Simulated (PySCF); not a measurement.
# A small calculation by hand: chemical shift, span and skew from a shielding tensor

C5H4F2, SMILES C1=CC=CC1(F)F. Atoms are numbered in the order given.

```xyz
11

F      1.0999     0.0000    -1.4052
C      0.0000     0.0000    -0.5830
F     -1.0999     0.0000    -1.4052
C      0.0000    -1.2030     0.3540
C      0.0000    -0.7469     1.6243
C      0.0000     0.7469     1.6243
C      0.0000     1.2030     0.3540
H      0.0000    -2.2377    -0.0103
H      0.0000    -1.3601     2.5363
H      0.0000     1.3601     2.5363
H      0.0000     2.2377    -0.0103
```

Coordinates come from a PBE-D3(BJ)/def2-SVP optimisation. Other conformers were not sampled.

GIAO shieldings from PySCF with B3LYP/pcSseg-1, non-relativistic, no solvent. The symmetric part of the tensor of C4 has the principal values -76.6, 50.7, 132.5 ppm. The same nucleus in TMS has σ = 181.3 ppm at this level (PySCF, at its B3LYP-D3(BJ)/def2-TZVP geometry).

**Question.** Work out the isotropic shielding, the ¹³C shift against TMS, the span and the skew.

**Answer.** 
σ(iso) = (σ11 + σ22 + σ33)/3 = 35.5 ppm. δ = σ(ref) − σ(iso) = 181.3 − (35.5) = 145.8 ppm.
Span Ω = σ33 − σ11 = 209.1 ppm. Skew κ = 3(σ(iso) − σ22)/Ω = -0.22. Tumbling in solution averages the tensor to δ; in a static solid the shielding alone would spread this spin-1/2 line over Ω.
